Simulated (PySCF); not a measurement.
C3H5BO2, SMILES C=CB(O)C=O.

The structure is a stationary point at r2SCAN-D4/def2-SVP. The structure was generated by enumeration, and PubChem lists no compound with its InChIKey, so it may never have been made. One conformer was computed; it need not be the lowest.

Calculation: r2SCAN/def2-TZVP (PySCF).

Computed frontier levels, gap, dipole moment and polarisability:
* **highest occupied level**: -6.15 eV
* **lowest empty level**: -3.44 eV
* **orbital gap**: 2.71 eV
* **dipole moment**: 2.00 D
* **quadrupole, principal values (traceless, Buckingham form, about the centre of nuclear charge)**: -3.17, -0.56, 3.73 D·Å
* **mean static polarisability**: 57.0 bohr³ (8.45 Å³)
* **polarisability, principal values**: 34.4, 57.4, 79.2 bohr³
